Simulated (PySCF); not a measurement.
Tl (thallium, neutral) across methods

[Xe] 4f14 5d10 6s2 7s1, 2S determinant (an excited configuration). All numbers are calculated (PySCF 2.14, a scalar-relativistic core potential, in aug-cc-pwCVTZ-PP with ECP60MDF (8s7p6d4f1g, 96 functions)).

```json
{"method": "HSE06", "E (hartree)": "-172.4044", "mean ε 6s α (eV)": "-12.781", "mean ε 6s β (eV)": "-12.708", "mean ε 7s α (eV)": "-1.788", "Σ⟨r²⟩ (bohr²)": "104.6", "⟨S²⟩": "0.750"}
{"method": "PBE", "E (hartree)": "-172.4461", "mean ε 6s α (eV)": "-12.249", "mean ε 6s β (eV)": "-12.195", "mean ε 7s α (eV)": "-1.786", "Σ⟨r²⟩ (bohr²)": "103.9", "⟨S²⟩": "0.750"}
{"method": "CAM-B3LYP", "E (hartree)": "-172.3649", "mean ε 6s α (eV)": "-14.458", "mean ε 6s β (eV)": "-14.399", "mean ε 7s α (eV)": "-2.365", "Σ⟨r²⟩ (bohr²)": "103.0", "⟨S²⟩": "0.750"}
{"method": "UHF", "E (hartree)": "-171.42581", "mean ε 6s α (eV)": "-14.855", "mean ε 6s β (eV)": "-14.690", "mean ε 7s α (eV)": "-2.576", "Σ⟨r²⟩ (bohr²)": "106.2", "⟨S²⟩": "0.750"}
{"method": "PBE0", "E (hartree)": "-172.4067", "mean ε 6s α (eV)": "-13.144", "mean ε 6s β (eV)": "-13.072", "mean ε 7s α (eV)": "-2.061", "Σ⟨r²⟩ (bohr²)": "104.3", "⟨S²⟩": "0.750"}
{"method": "BHandHLYP", "E (hartree)": "-172.2819", "mean ε 6s α (eV)": "-13.927", "mean ε 6s β (eV)": "-13.850", "mean ε 7s α (eV)": "-2.115", "Σ⟨r²⟩ (bohr²)": "103.6", "⟨S²⟩": "0.750"}
{"method": "r2SCAN", "E (hartree)": "-172.4823", "mean ε 6s α (eV)": "-12.402", "mean ε 6s β (eV)": "-12.446", "mean ε 7s α (eV)": "-1.741", "Σ⟨r²⟩ (bohr²)": "103.3", "⟨S²⟩": "0.750"}
{"method": "revPBE", "E (hartree)": "-172.5010", "mean ε 6s α (eV)": "-12.155", "mean ε 6s β (eV)": "-12.119", "mean ε 7s α (eV)": "-1.800", "Σ⟨r²⟩ (bohr²)": "104.7", "⟨S²⟩": "0.750"}
```

**Question.** Estimate the same row for LDA.

**Answer.** E (hartree) = -172.1630; mean ε 6s α (eV) = -12.581; mean ε 6s β (eV) = -12.533; mean ε 7s α (eV) = -1.745; Σ⟨r²⟩ (bohr²) = 101.8; ⟨S²⟩ = 0.750.

Energies and moments cover only the electrons outside the core potential. Spin-orbit coupling, which splits the p, d and f shells strongly at this Z, is absent. The outer electron is Rydberg-like, and this basis confines it to a smaller radius and binds it less than a complete one would.
